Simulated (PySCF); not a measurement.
Potential energy of GaC⁺ along the bond

Set-up: Ga cc-pVDZ-PP with ECP10, C cc-pVDZ; scalar-relativistic core potentials (PySCF 2.14). Energies in eV from Ga⁺ + C in their ground configurations at the same level. All curves are PBE0. state 1: ³Π (triplet), unpaired electrons σ ↑, π ↑; state 2: triplet, unpaired electrons π ↑↑, a second solution, started from another occupation; state 3: Ms = 0 determinant of mixed spin (⟨S²⟩ near 1.0), unpaired electrons σ ↓, π ↑, a second solution, started from another occupation; state 4: Ms = 0 determinant of mixed spin (⟨S²⟩ near 1.0), unpaired electrons π ↑↓, a second solution, started from another occupation.

| R (Å) | state 1 | state 2 | state 3 | state 4 |
| --- | --- | --- | --- | --- |
| 2.275 | -0.3166 | -0.2867 | 0.0215 | 0.1545 |
| 2.381 | -0.3925 | -0.2396 | -0.0348 | 0.1999 |
| 2.486 | -0.4337 | -0.1917 | -0.0605 | 0.2477 |
| 2.566 | -0.4481 | -0.1583 | -0.0660 | 0.2816 |
| 2.645 | -0.4520 | -0.1280 | -0.0628 | 0.3125 |
| 2.724 | -0.4480 | -0.1012 | -0.0532 | 0.3401 |
| 2.830 | -0.4337 | -0.0711 | -0.0332 | 0.3714 |
| 2.962 | -0.4064 | -0.0413 | -0.0008 | 0.4024 |
| 3.121 | -0.3665 | -0.0154 | 0.0436 | 0.4296 |
| 3.333 | -0.3103 | 0.0070 | 0.1043 | 0.4531 |

Question: Put a parabola through the three lowest points of the state 1 curve and estimate Re, k and ωe (reduced mass 10.22 u; 1 eV/Å² = 0.16022 mdyn/Å; ωe = 1302.8·√(k/μ) cm⁻¹).

Answer: Through R = 2.566, 2.645, 2.724 Å the second-order coefficient is 0.633 eV/Å², so Re ≈ 2.645 Å, k ≈ 0.203 mdyn/Å and ωe ≈ 184 cm⁻¹. A polynomial fit of higher order to the unrounded PBE0 energies gives Re = 2.641 Å, k = 0.204 mdyn/Å, ωe = 184 cm⁻¹; anharmonicity and rounding make the difference.

The higher-order fit for each curve: state 1: Re = 2.641 Å, ωe = 184 cm⁻¹, De = 0.452 eV; state 3: Re = 2.572 Å, ωe = 188 cm⁻¹, minimum 0.066 eV below the ground-state fragments. State 2 gave no clean fit. State 4 gave no clean fit.

Spin–orbit coupling is left out. For an ion De counts to the pair picked by the measured ionisation energies or electron affinities, which need not be the lowest pair at this level. The state was picked by a PBE0 search and need not be the measured ground state.
